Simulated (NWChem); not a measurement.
# C2H5GaO; SMILES [OH][GaH][CH]=C

```xyz
9

Ga    -0.3871    -0.5205     0.0000
H     -1.5684    -1.5386     0.0000
C     -0.4642     1.4324     0.0000
C      0.6337     2.2002     0.0000
H     -1.4376     1.9402     0.0000
H      0.5884     3.2966     0.0000
H      1.6454     1.7754     0.0000
O      1.2217    -1.3027     0.0000
H      1.9801    -0.7110     0.0000
```
Atoms are numbered in this order, from 1.

Program: NWChem. All runs use the structure optimised with PBE0/def2-SVP.

**Question.** What does the run give for PW91/def2-SVP? Quantities: highest occupied level (eV); orbital gap (eV); dipole (D).

**Answer.** 
```
Property                     Value
---------------------------  -----
highest occupied level (eV)  -6.71
orbital gap (eV)              4.51
dipole (D)                    2.12
```
